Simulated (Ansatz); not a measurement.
```yaml
crystal:
  periodic: [false, false, false]
  atoms:
    - {symbol: F, position_ang: [1.150248, -3.742135, 0.418858]}
    - {symbol: B, position_ang: [0.401022, -1.079141, 0.634871]}
    - {symbol: F, position_ang: [-1.154761, -0.292345, 3.211587]}
    - {symbol: S, position_ang: [0.310076, 1.414346, -2.703782]}
    - {symbol: H, position_ang: [-0.144988, 3.687073, -1.204966]}
basis:
  gaussian: {orbitals: def2-mTZVP, final_grid: {core_spheres: 5, valence_spheres: 4, degree: 11}}
hamiltonian: {xc: {name: HF}}
output: {forces: true}
```

```sh
$ ansatz run in.yaml --threads 2 --pin off --events-out ev --progress --plain --max-ram 22528MiB --backend cpu
```

It prints (some lines left out):

```
Functional definition: HF
694 factors; integrals over basis functions are off by at most 4.9e-4 eV
mean field evaluation 1: about -16890.3196 eV, gradient 5.9e1 eV
mean field evaluation 2: about -16890.3280 eV, gradient 5.9e1 eV
mean field evaluation 4: about -16893.6254 eV, gradient 4.5e1 eV
mean field evaluation 8: about -16897.1762 eV, gradient 1.7e0 eV
mean field evaluation 16: about -16897.3345 eV, gradient 7.2e0 eV
mean field evaluation 32: about -16897.5533 eV, gradient 6.3e-5 eV
mean field -16897.56220442 eV, -620.9739574336 hartree, gradient 2.5e-6 eV, S^2 0.000000; 3 other end points of the search recorded, 0 dependent functions left out
reference -16897.56220442 eV, -620.9739574336 hartree; 20, 20 occupied and 62, 62 virtual orbitals, 694 factors
Total energy: -16897.56220442 eV, -620.9739574336 hartree
Atom 0 at     1.150248    -3.742135     0.418858 Å, force    -0.568882     2.257142     0.026528 eV/Å
Atom 1 at     0.401022    -1.079141     0.634871 Å, force     0.143383    -2.183768     0.796926 eV/Å
Atom 2 at    -1.154761    -0.292345     3.211587 Å, force     0.464529    -0.000968    -0.927505 eV/Å
Atom 3 at     0.310076     1.414346    -2.703782 Å, force    -0.238350     1.107436     0.753377 eV/Å
Atom 4 at    -0.144988     3.687073    -1.204966 Å, force     0.199321    -1.179842    -0.649326 eV/Å
Dipole moment:     0.174766     3.953194    -3.096917 e Å
```

Q: Something in this input is off. What?

A: The geometry is stretched to more than twice its size. Self-consistency was reached. The result belongs to that input, not to the molecule as meant.
